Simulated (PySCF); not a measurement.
C2H5BF2, SMILES CCB(F)F. Geometry optimised at PBE-D3(BJ)/def2-SVP. One conformer was computed; it need not be the lowest.

Computed equilibrium geometry at PBE-D3(BJ)/def2-SVP (PySCF confirms it by a frequency run) as bond lengths and angles, and its point group (one conformer of several):
point group Cs.
Atoms: B1 F2 F3 C4 C5 H6 H7 H8 H9 H10. Bond lengths (Å): B1–F2 1.335, B1–F3 1.336, B1–C4 1.568, C4–C5 1.532, C4–H6 1.114, C4–H7 1.114, C5–H8 1.109, C5–H9 1.109, C5–H10 1.108. Bond angles (°): F2–B1–F3 115.9, F2–B1–C4 122.6, F3–B1–C4 121.5, B1–C4–C5 116.0, B1–C4–H6 106.9, B1–C4–H7 106.9, C5–C4–H6 111.3, C5–C4–H7 111.3, H6–C4–H7 103.5, C4–C5–H8 111.4, C4–C5–H9 111.4, C4–C5–H10 111.9, H8–C5–H9 106.9, H8–C5–H10 107.5, H9–C5–H10 107.5.
